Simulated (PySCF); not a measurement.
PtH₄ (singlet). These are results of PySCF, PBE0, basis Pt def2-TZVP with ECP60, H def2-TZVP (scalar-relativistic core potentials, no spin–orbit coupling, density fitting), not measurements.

Harmonic bands of its minimum:

```tsv
ω (cm⁻¹)	IR (km/mol, summed over degenerate members)	degeneracy
388	0.0	2
855	514	1
877	0.0	1
1401	0.0	1
1985	0.2	2
2525	0.0	1
2623	29.6	1
```

Q: The central atom is Pt. Infer the point group and assign the bands.

A: D2d. The modes span 2e + 2b2 + b1 + 2a1: 388 e, 855 b2, 877 b1, 1401 a1, 1985 e, 2525 a1, 2623 b2. The computed geometry has H–H 0.917 Å (×2), Pt–H 1.661 Å (×4); H–H–Pt 74.0° (×4), H–Pt–H 32.1° (×2), H–Pt–H 157.5° (×4).

Stability towards spin polarisation was not tested. This need not be the most stable arrangement of these atoms. Spin–orbit coupling, left out here, can matter for elements this heavy.
